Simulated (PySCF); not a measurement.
**Nuclear quadrupole coupling in `C=C[C@H]1BCCCC1`**

Compound: C7H13B.
Z-matrix (Å and degrees, PBE0-D3(BJ)/def2-SVP geometry), rows numbered from 1:
```
C 
C   1  1.3341
C   2  1.4957  1  126.36
B   3  1.5764  2  115.21  1   103.29
C   4  1.5640  3  119.73  2   156.25
C   5  1.5292  4  115.46  3   -23.09
C   6  1.5248  5  112.16  4    39.76
C   7  1.5248  6  112.30  5   -59.22
H   1  1.0951  2  121.26  3     0.82
H   1  1.0932  2  121.63  3  -178.62
H   2  1.0989  1  118.36  3   179.70
H   3  1.1174  2  107.42  1    -4.39
H   4  1.2132  3  119.36  2   -31.33
H   5  1.1139  4  101.74  3    95.84
H   5  1.1028  4  112.23  3  -153.97
H   6  1.1049  5  109.06  4   -80.44
H   6  1.1027  5  111.00  4   163.47
H   7  1.1062  6  109.44  5    62.39
H   7  1.1022  6  109.96  5   178.40
H   8  1.1058  3  108.73  2   -53.76
H   8  1.1028  3  109.88  2    61.46
```

Field gradients from the PBE0/pcSseg-1 density (PySCF, non-relativistic), principal values in atomic units, ordered |Vxx| ≤ |Vyy| ≤ |Vzz|:

```tsv
atom	Vxx	Vyy	Vzz
B4	-0.2812	-0.3238	0.6050
```

Problem. Find the asymmetry η = (Vxx − Vyy)/Vzz and the couplings χ = eQV/h (234.96 MHz × Q in barn × V in au), with Q(11B) = 0.04059 b.

Solution. 
```csv
atom,environment,nucleus,η,χzz (MHz),χxx (MHz),χyy (MHz)
B4,three-coordinate boron,11B,0.07,5.77,-2.68,-3.09
```

Problem. What is Vzz at B4 in SI units (1 au = 9.71736 × 10²¹ V/m²)?

Solution. 0.6050 au = 5.879 × 10²¹ V/m².

Problem. And the gradient at the other heavy atoms, for which no coupling is worked out here?

Solution. 
```tsv
atom	environment	Vzz (au)	η
C1	terminal =CH2 carbon	0.247	0.55
C2	alkene CH carbon	0.324	0.56
C3	sp3 carbon bound to boron	-0.200	0.44
C5	sp3 carbon bound to boron	-0.187	0.44
C6	ring CH2 carbon	-0.041	0.65
C7	ring CH2 carbon	-0.028	0.34
C8	ring CH2 carbon	-0.051	0.90
```

Were the hydrogens deuterons (Q(2H) = 0.00286 b), χzz would run from 132 kHz (H13) to 207 kHz (H10).

Geometry: PBE0-D3(BJ)/def2-SVP, one conformer, isolated molecule. With a basis this small, the couplings can be 20 % off.

These values come from a run that also computed NMR shieldings. Hardware: an Intel Xeon 6975P-C with one thread, shared host with 192 logical CPUs at a one-minute load of 24. Cost: 24 s, 0.93 GiB resident at most.
